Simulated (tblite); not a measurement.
Compound: C₂H₅BSn.
Bonds: B1–Sn2, Sn2–C3, C3–C4 (triple). Hydrogens: H5, H6 on B1; H7, H8 on Sn2; H9 on C4.

Computed with GFN2-xTB (tblite), gas phase: L-BFGS steps from a force-field or distance-geometry start until the largest atomic force falls under 0.01 eV/Å.

Step 10: E = -272.8288 eV
```
atom  x, y, z in Å  |  force x, y, z in eV/Å
B1     -1.6557   -0.8290    0.8312    0.070   0.021  -0.022
Sn2     0.4680   -0.6912    0.3345   -0.134   0.069   0.263
C3      0.9066    0.9710   -0.8228   -0.011   0.097  -0.075
C4      1.0295    1.9800   -1.4656   -0.012  -0.129   0.070
H5     -1.9588   -1.0119    1.9376   -0.097  -0.013  -0.016
H6     -2.4719   -0.7201    0.0115   -0.033  -0.007   0.032
H7      1.0738   -1.9949   -0.4865    0.122  -0.091  -0.124
H8      1.4642   -0.5519    1.6707    0.055   0.006  -0.090
H9      1.1579    2.8541   -2.0358    0.039   0.045  -0.037
```

Step 11: E = -272.8330 eV
```
atom  x, y, z in Å  |  force x, y, z in eV/Å
B1     -1.6663   -0.8201    0.8365    0.149  -0.042  -0.051
Sn2     0.4638   -0.6900    0.3407   -0.115   0.027   0.191
C3      0.9052    0.9673   -0.8220   -0.015   0.155  -0.096
C4      1.0312    1.9766   -1.4646   -0.025  -0.176   0.102
H5     -1.9708   -1.0168    1.9391   -0.103   0.007   0.007
H6     -2.4759   -0.7227    0.0098   -0.044   0.016   0.029
H7      1.0876   -1.9866   -0.4897    0.060  -0.058  -0.090
H8      1.4789   -0.5519    1.6594    0.047   0.014  -0.041
H9      1.1601    2.8502   -2.0344    0.045   0.058  -0.050
```

Q: Estimate the geometry and energy of step 12. (The exact step hangs on the optimiser's Hessian estimate; all steps are aligned on step 11, rigid shifts and turns removed.)

A: E = -272.8354 eV, largest force 0.152 eV/Å
```
atom  x, y, z in Å  |  force x, y, z in eV/Å
B1     -1.6712   -0.8163    0.8392    0.127  -0.074  -0.040
Sn2     0.4587   -0.6885    0.3480   -0.041  -0.016   0.070
C3      0.9041    0.9649   -0.8217   -0.038   0.103  -0.046
C4      1.0323    1.9736   -1.4638   -0.019  -0.100   0.055
H5     -1.9804   -1.0195    1.9397   -0.093   0.018   0.002
H6     -2.4788   -0.7236    0.0096   -0.031   0.025   0.030
H7      1.0975   -1.9809   -0.4926    0.000  -0.008  -0.046
H8      1.4894   -0.5518    1.6503    0.049   0.022   0.011
H9      1.1620    2.8480   -2.0339    0.045   0.030  -0.036
```

The energy changes by -0.0024 eV. The first-order estimate −F·Δx gives -0.0036 eV and the mean of the old and new forces, exact on a quadratic surface, -0.0024 eV. The step makes an angle of 70° with the force vector and moves no atom by more than 0.014 Å.

What follows is the cost of the whole relaxation. On one thread of an Arm Neoverse N1, no GPU (shared host), this took 0.24 s.
